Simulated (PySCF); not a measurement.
C4H10BN.

```xyz
16

C     -1.6910    -1.0725     0.8321
C     -1.1327     0.1472     0.7851
B     -0.0058     0.6211    -0.2070
C     -0.1724     2.0227    -0.9334
N      1.1391    -0.1501    -0.4630
C      1.5614    -1.4113     0.1132
H     -1.3497    -1.8897     0.1864
H     -2.5305    -1.3107     1.4954
H     -1.5727     0.9123     1.4422
H     -0.2559     2.8317    -0.1852
H      0.6563     2.2805    -1.6141
H     -1.1110     2.0540    -1.5142
H      1.7958     0.2172    -1.1454
H      0.9590    -1.6383     1.0023
H      1.4510    -2.2547    -0.5932
H      2.6210    -1.3731     0.4194
```

The structure is a stationary point at B3LYP-D3(BJ)/def2-SVP. This is a generated structure with no PubChem entry under its InChIKey; it may be hypothetical. The values are those of a single conformer.

Calculation: PBE/pcSseg-1 (PySCF). Non-relativistic, no solvent.

Computed absolute GIAO shielding of each atom: isotropic value and principal components (ppm):
```json
[
 {"atom": "C1", "σ(iso)": "46.0", "σ11": "-64.4", "σ22": "45.7", "σ33": "156.8", "span": "221.2"},
 {"atom": "C2", "σ(iso)": "32.0", "σ11": "-87.3", "σ22": "22.4", "σ33": "160.8", "span": "248.0"},
 {"atom": "B3", "σ(iso)": "57.1", "σ11": "26.0", "σ22": "38.4", "σ33": "106.9", "span": "80.9"},
 {"atom": "C4", "σ(iso)": "171.9", "σ11": "162.3", "σ22": "165.8", "σ33": "187.7", "span": "25.4"},
 {"atom": "N5", "σ(iso)": "137.7", "σ11": "54.7", "σ22": "173.3", "σ33": "185.0", "span": "130.3"},
 {"atom": "C6", "σ(iso)": "145.9", "σ11": "121.5", "σ22": "137.3", "σ33": "178.9", "span": "57.4"},
 {"atom": "H7", "σ(iso)": "25.6", "σ11": "22.0", "σ22": "25.3", "σ33": "29.4", "span": "7.3"},
 {"atom": "H8", "σ(iso)": "25.2", "σ11": "22.5", "σ22": "25.0", "σ33": "28.0", "span": "5.5"},
 {"atom": "H9", "σ(iso)": "24.8", "σ11": "21.8", "σ22": "24.7", "σ33": "27.9", "span": "6.1"},
 {"atom": "H10", "σ(iso)": "30.6", "σ11": "27.3", "σ22": "28.6", "σ33": "36.0", "span": "8.7"},
 {"atom": "H11", "σ(iso)": "31.3", "σ11": "27.7", "σ22": "30.0", "σ33": "36.2", "span": "8.5"},
 {"atom": "H12", "σ(iso)": "30.6", "σ11": "27.4", "σ22": "28.7", "σ33": "35.8", "span": "8.5"},
 {"atom": "H13", "σ(iso)": "27.3", "σ11": "20.6", "σ22": "29.3", "σ33": "32.1", "span": "11.5"},
 {"atom": "H14", "σ(iso)": "27.7", "σ11": "24.0", "σ22": "28.6", "σ33": "30.4", "span": "6.4"},
 {"atom": "H15", "σ(iso)": "28.3", "σ11": "24.2", "σ22": "26.2", "σ33": "34.6", "span": "10.5"},
 {"atom": "H16", "σ(iso)": "28.5", "σ11": "24.0", "σ22": "26.8", "σ33": "34.9", "span": "10.9"}
]
```
